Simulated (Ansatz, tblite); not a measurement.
Cost and result up the ladder for SbH2(vinyl) (C₂H₅Sb) (8 atoms). Charge 0, multiplicity 1. Geometry: r2SCAN-D4/def2-TZVP.

Cartesian coordinates in Å:
```
Sb 0.255 1.682 -0.243
H 1.048 1.547 -1.756
H -1.225 1.993 -1.049
C -0.110 -0.426 -0.089
C 0.109 -1.088 1.041
H -0.484 -0.952 -0.964
H 0.482 -0.599 1.937
H -0.075 -2.157 1.122
```

Ansatz on 4 threads of Intel Xeon on a shared host; xTB runs through tblite on one thread. Times are rough, summed over both states, and most runs start from the orbitals of an earlier one. PBE0-D4/def2-TZVP serves as the yardstick here, not as an exact answer. The other state is a triplet.

In the def2 sets Sb takes a core potential; there is no spin–orbit coupling. The xTB rows come from tblite.

xTB has no spin-polarisation term.

| level | functions | wall time | vertical triplet (eV) | difference from PBE0-D4/def2-TZVP (eV) |
| --- | --- | --- | --- | --- |
| GFN2-xTB | 22 | 0.019 s | 4.14 | -0.12 |
| GFN1-xTB | 27 | 0.025 s | 4.87 | 0.61 |
| PBE-D4/def2-TZVP (with forces) | 142 | 7.1 s | 4.42 | 0.16 |
| PBE0-D4/def2-TZVP | 142 | 9.2 s | 4.26 | 0.00 |
| r2SCAN-D4/def2-TZVP | 142 | 10 s | 4.12 | -0.13 |
